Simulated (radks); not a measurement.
Excited configurations of Xe: one electron is placed in a higher orbital outside [Kr] 4d10 5s2 5p5. The ground configuration is [Xe]. Method: scalar-relativistic Kohn-Sham, PBEsol, spin-polarised, spherical densities, finite nucleus; open shells are filled with parallel spins first (spin-orbit coupling, left out, can overturn this in heavy ions); Fermi nuclear charge, rms radius 4.7859 fm; computed with a radial shooting solver on a logarithmic mesh with Libxc functionals. Excitation = E - E(ground); binding = E(ion) - E, where the ion is the core of charge +1; n* = 1/sqrt(2 binding) in atomic units, and the quantum defect is n - n*.

outer orbital	excitation (eV)	binding (eV)	n*	<r> (bohr)
6s	8.537	3.842	1.882	5.707
6p	9.881	2.498	2.334	7.816
6f	11.899	0.480	5.324	42.51
7s	10.583	1.796	2.752	12.36
7d	11.535	0.845	4.013	24.00

The Delta-SCF ionisation energy is 12.379 eV (NIST Atomic Spectra Database: 12.130 eV, measured). Self-interaction in the functional shifts the binding energies and quantum defects, so they are the method's values and not measured ones. Open shells are spherical and high-spin; term and fine-structure splittings are not resolved. Spin-orbit splitting is averaged out at the scalar-relativistic level.
